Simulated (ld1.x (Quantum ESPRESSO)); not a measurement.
## What one change does to a pseudopotential (Ge, TM)

```
Element                 : Ge (Z = 32)
Generator               : ld1.x (Quantum ESPRESSO) 7.5
Type                    : norm-conserving Troullier–Martins (Kleinman–Bylander form)
Functional              : PBE
Relativity              : scalar-relativistic
Frozen core             : [Ar] 3d10
Valence charge          : 4
Reference configuration : 4s2 4p1.5 (charge +0.5)
Partial waves           : 4p (bound): rc 1.50 bohr; 4s (bound): rc 1.90 bohr
Local potential         : the s channel
Core correction         : Bessel-smoothed model core inside 1.55 bohr
```

Change: all radii but the core radius scaled by about 1.39 (s 2.64, p 2.08 bohr).

Cutoffs: the cutoffs (Ry, on a coarse ladder) from which the occupation-weighted sum of valence levels, in a spherical-Bessel basis at the reference potential, stays within 10 and 1 mRy of its value at 400 Ry; they do not see the model core or the augmentation charge, which bear on the density cutoff. Errors are all-electron minus pseudo energies relative to the spin-unpolarised reference configuration.

Question: How do hardness, ghosts and transferability respond?

Answer: The potential gets softer (35 Ry and 60 Ry → 18 Ry and 21 Ry); both files keep a bound ghost (p); of the 7 tests that both files solve, the error grows in 5 and shrinks in 1 by more than 15 % and 0.3 meV (median size 7.9 → 45.5 meV). A larger radius leaves more room for a smooth pseudo-wave, so fewer plane waves are needed.

```tsv
quantity	base	changed
cutoff, loose	35 Ry	18 Ry
cutoff, tight	60 Ry	21 Ry
loose cutoff by channel (10 mRy a level)	p 30 Ry, s 15 Ry	p 15 Ry, s 8 Ry
bound ghosts	p	p
error for 4s2 4p2, meV [ΔE -2.80 eV]	-0.3	-26
error for 4s2 4p1, meV [ΔE 4.64 eV]	-2.3	-21
error for 4s2 4p0, meV [ΔE 20.08 eV]	-33	-3.1
error for 4s1 4p0, meV [ΔE 54.87 eV]	-227	-230
error for 4s1 4p3, meV [ΔE 5.17 eV]	-7.9	-45
error for 4s2 4p2.3, meV [ΔE -3.69 eV]	-0.9	-62
error for 4s0 4p4, meV [ΔE 13.39 eV]	-38	-299
```

 A true bound ghost makes a file unfit for plane-wave use even where its test errors are small: the radial tests pick states by their node count and pass the ghost by.
